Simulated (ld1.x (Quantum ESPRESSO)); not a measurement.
# In (Z = 49): variants of one TM potential

Base potential:

| Item | Value |
| --- | --- |
| Element | indium |
| Generator | ld1.x (Quantum ESPRESSO) 7.5 |
| Type | norm-conserving Troullier–Martins (Kleinman–Bylander form) |
| Functional | PBE |
| Relativity | fully relativistic |
| Frozen core | [Ar] 3d10 |
| Valence charge | 21 |
| Reference configuration | 4s2 4p6 4d10 5s2 5p0 (charge +1) |
| Partial waves | 4s (bound): rc 0.95 bohr; 4p (bound): rc 1.10 bohr; 4d (bound): rc 1.25 bohr |
| Local potential | the d channel |
| Core correction | none |

Open shells are filled in proportion to 2j + 1 (rel_dist='average').

Occupied shells without a wave of their own: 5s. They enter only through the test configuration that unscreens the potential.

Cutoffs, loose and tight: the cutoffs (Ry, on a coarse ladder) from which the occupation-weighted sum of valence levels, in a spherical-Bessel basis at the reference potential, stays within 10 and 1 mRy of its value at 400 Ry. They do not see the model core or the augmentation charge, which bear on the density cutoff. Test errors are all-electron minus pseudo excitation energies from the reference, over the configurations 4s2 4p6 4d10 5s2 5p1; 4s2 4p6 4d10 5s1 5p0; 4s2 4p6 4d10 5s0 5p0; 4s2 4p6 4d9 5s0 5p0; 4s2 4p6 4d9 5s2 5p1; 4s2 4p5 4d10 5s2 5p1; 4s2 4p6 4d9 5s2 5p2. A dash means not determined; rows that change the core or the reference have their own tests.

Cutoffs are not given where the Bessel-basis levels miss the radial ones by over 6 mRy, ghosts where they miss by over 20 mRy; a channel whose overlap is not positive is not tested.

| change | outcome | cutoff, loose | cutoff, tight | bound ghosts | largest test error (meV) |
| --- | --- | --- | --- | --- | --- |
| base | generated, misses its reference levels by 0.52 eV | – | – | none | -399 |
| all radii scaled by about 0.84 (s 0.80, p 0.92, d 1.06 bohr) | generated, misses its reference levels by 0.52 eV | – | – | not determined | -308 |
| all radii scaled by about 0.91 (s 0.86, p 1.00, d 1.14 bohr) | generated, misses its reference levels by 0.52 eV | – | – | not determined | -265 |
| all radii scaled by about 0.95 (s 0.90, p 1.04, d 1.20 bohr) | generated, misses its reference levels by 0.52 eV | – | – | not determined | -271 |
| all radii scaled by about 1.04 (s 0.98, p 1.14, d 1.30 bohr) | generated, misses its reference levels by 0.52 eV | – | – | none | -475 |
| all radii scaled by about 1.09 (s 1.04, p 1.20, d 1.36 bohr) | generated, misses its reference levels by 0.52 eV | – | – | none | -696 |
| all radii scaled by about 1.20 (s 1.14, p 1.32, d 1.50 bohr) | generated, misses its reference levels by 0.52 eV | – | – | none | -1566 |
| all radii scaled by about 1.26 (s 1.20, p 1.38, d 1.58 bohr) | generated, misses its reference levels by 0.56 eV | 110 Ry | 180 Ry | none | -2353 |
| all radii scaled by about 1.30 (s 1.24, p 1.44, d 1.62 bohr) | generated, misses its reference levels by 0.68 eV | 110 Ry | 180 Ry | none | -2884 |
| all radii scaled by about 1.38 (s 1.32, p 1.52, d 1.72 bohr) | generated, misses its reference levels by 1.20 eV | 90 Ry | 140 Ry | none | -5113 |

(1) What comes out with this change to the base: all radii scaled by about 0.74 (s 0.70, p 0.82, d 0.92 bohr)?

## Answers

(1) outcome: generated, misses its reference levels by 0.52 eV; bound ghosts: not determined; largest test error (meV): -1007.

Reading the sweep of the scale of all radii (base = 1) (base included, trends over the rows without a ghost): The median size of the test errors (rows with all tests solved) rises from 70.5 meV at 1 to 186.6 meV at 1.38. More of the atom is replaced by a form fitted at one configuration, so other configurations suffer as the radius grows.
